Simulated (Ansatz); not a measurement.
H7O3ScSi2 (`[OH][Sc]([O][SiH3])[O][SiH3]`), relaxed with RKS PBE0-D4/def2-TZVP in Ansatz 0.2.0 from a GFN2-xTB geometry. The force threshold is 0.005 eV/Å; the program also tests the step.

Total charge 0; spin multiplicity 1.

Start:

```xyz
13

O     2.521   -0.567    1.183
Sc    0.934   -0.218    0.430
O     0.246   -1.248   -0.960
Si   -0.375   -2.122   -2.160
O    -0.119    1.206    1.001
Si   -1.034    2.435    1.494
H     3.363   -0.727    1.609
H    -0.943   -1.203   -3.162
H     0.712   -2.926   -2.750
H    -1.422   -2.999   -1.604
H    -1.512    2.138    2.858
H    -2.168    2.576    0.564
H    -0.205    3.655    1.495
```

| step | energy (eV) | largest force (eV/Å) | largest move (Å) |
| --- | --- | --- | --- |
| 1 | -42702.5084 | 2.174 | 0.000 |
| 2 | -42702.6700 | 0.555 | 0.103 |
| 3 | -42702.6794 | 0.090 | 0.029 |
| 4 | -42702.6799 | 0.071 | 0.019 |
| 5 | -42702.6801 | 0.018 | 0.009 |
| 6 | -42702.6801 | 0.002 | 0.008 |
| 7 | -42702.6802 | 0.009 | 0.026 |
| 8 (rejected) | -42702.6801 | 0.016 | 0.018 |
| 9 | -42702.6802 | 0.003 | 0.009 |
| 10 | -42702.6802 | 0.005 | 0.011 |

End:

```xyz
13

O     2.544   -0.577    1.198
Sc    0.900   -0.201    0.417
O     0.232   -1.269   -0.998
Si   -0.340   -2.196   -2.207
O    -0.148    1.257    1.023
Si   -1.036    2.510    1.560
H     3.388   -0.782    1.589
H    -0.933   -1.351   -3.280
H     0.750   -3.016   -2.806
H    -1.394   -3.118   -1.699
H    -1.522    2.250    2.944
H    -2.219    2.734    0.684
H    -0.223    3.759    1.575
```

It took 3.9 min on 8 threads of an Intel Xeon on a shared host, with 0.98 GiB of host memory at the peak.
